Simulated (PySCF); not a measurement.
Isomers of C7H12Ge.

All values: CAM-B3LYP/def2-SVPD (PySCF) at PBE0-D3(BJ)/def2-SVP geometries, gas phase, one conformer each. Core orbitals are frozen in the response; Δα² is half the sum of the squared differences of the principal polarisabilities. The calculation is non-relativistic, for germanium too.

(1) Rank by mean static polarisability, lowest first.
A. `[CH:1]1=[CH:2][CH2:3][GeH:4]([CH:5]2[CH2:6][CH2:7]2)[CH2:8]1` with C3–Ge4–C5–C6 -94°
B. `[CH3:1][CH2:2][CH2:3][C:4]1=[CH:5][CH:6]=[CH:7][GeH2:8]1` with C1–C2–C3–C4 180°, C2–C3–C4–C5 126°
C. `[CH3:1][CH2:2][CH2:3][GeH:4]1[CH:5]=[CH:6][CH:7]=[CH:8]1` with C1–C2–C3–Ge4 179°, C2–C3–Ge4–C5 -49°

(2) Rank by HOMO energy, highest first.
A. `[CH:1]1=[CH:2][CH2:3][GeH:4]([CH:5]2[CH2:6][CH2:7]2)[CH2:8]1` with C3–Ge4–C5–C6 -94°
B. `[CH2:1]=[C:2]([CH3:3])[C@H:4]1[CH:5]=[CH:6][CH2:7][GeH2:8]1` with C1–C2–C4–C5 -19°
C. `[CH3:1][CH2:2][CH2:3][C:4]1=[CH:5][CH:6]=[CH:7][GeH2:8]1` with C1–C2–C3–C4 180°, C2–C3–C4–C5 126°

Results:

(1) A (15.83 Å³), C (16.23 Å³), B (16.61 Å³).

(2) C (-7.69 eV), B (-7.96 eV), A (-8.26 eV).

All values together:

| SMILES | μ (D) | HOMO (eV) | LUMO (eV) | α (Å³) | Δα (Å³) | ΔSCF removal energy (eV) |
| --- | --- | --- | --- | --- | --- | --- |
| CCC[C]1=CC=[CH][GeH2]1 | 0.55 | -7.69 | -0.16 | 16.61 | 6.51 | 8.26 |
| C1=C[C@@H](C2CC2)[GeH2][CH2]1 | 0.27 | -8.34 | 1.18 | 16.05 | 5.53 | 8.97 |
| C=C(C)[C@H]1C=C[CH2][GeH2]1 | 0.51 | -7.96 | 1.12 | 16.50 | 4.43 | 8.56 |
| C1=C(C2CC2)[CH2][GeH2][CH2]1 | 0.51 | -7.97 | 1.15 | 16.04 | 5.48 | 8.55 |
| CC[CH2][GeH]1[CH]=CC=[CH]1 | 0.59 | -7.88 | -0.24 | 16.23 | 3.96 | 8.50 |
| C1=C[CH2][GeH]([CH]2CC2)[CH2]1 | 0.60 | -8.26 | 1.37 | 15.83 | 5.10 | 8.99 |

Conformers: `[CH3:1][CH2:2][CH2:3][C:4]1=[CH:5][CH:6]=[CH:7][GeH2:8]1` with C1–C2–C3–C4 180°, C2–C3–C4–C5 126°; `[CH:1]1=[CH:2][C@@H:3]([CH:4]2[CH2:5][CH2:6]2)[GeH2:7][CH2:8]1` with C2–C3–C4–C5 -154°; `[CH2:1]=[C:2]([CH3:3])[C@H:4]1[CH:5]=[CH:6][CH2:7][GeH2:8]1` with C1–C2–C4–C5 -19°; `[CH:1]1=[C:2]([CH:3]2[CH2:4][CH2:5]2)[CH2:6][GeH2:7][CH2:8]1` with C1–C2–C3–C4 22°; `[CH3:1][CH2:2][CH2:3][GeH:4]1[CH:5]=[CH:6][CH:7]=[CH:8]1` with C1–C2–C3–Ge4 179°, C2–C3–Ge4–C5 -49°; `[CH:1]1=[CH:2][CH2:3][GeH:4]([CH:5]2[CH2:6][CH2:7]2)[CH2:8]1` with C3–Ge4–C5–C6 -94°.

Task: By how much does the ΔSCF value exceed −ε(HOMO) over the species that have both?

Result: By 0.57 to 0.73 eV, 0.62 eV on average, over 6 species.
